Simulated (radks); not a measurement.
All-electron atom: Tb37+ in [Ar] 3d10 (the NIST ground configuration). Method: scalar-relativistic Kohn-Sham, LB94 model potential, spin-polarised, spherical densities, finite nucleus; Fermi nuclear charge, rms radius 5.06 fm; computed with a radial shooting solver on a logarithmic mesh with Libxc functionals.

Unscreened Slater integrals over Kohn-Sham orbitals (cm^-1). They are taken over the spin-up orbitals.

F0(3d,3d): 946280
F2(3d,3d): 482100
F4(3d,3d): 310100
F0(3d,3p): 884200
F2(3d,3p): 426110
G1(3d,3p): 468060
G3(3d,3p): 308330
F0(3d,3s): 877990
G2(3d,3s): 358620
F0(3d,2p): 1213500
F2(3d,2p): 347880
G1(3d,2p): 316680
G3(3d,2p): 182050
F0(3p,3p): 847350
F2(3p,3p): 426240
F0(3p,3s): 841270
G1(3p,3s): 550470
F0(3p,2p): 1128900
F2(3p,2p): 272650
G0(3p,2p): 107810
G2(3p,2p): 117770
F0(3s,3s): 837050
F0(3s,2p): 1100500
G1(3s,2p): 106890
F0(2p,2p): 2485800
F2(2p,2p): 1176200
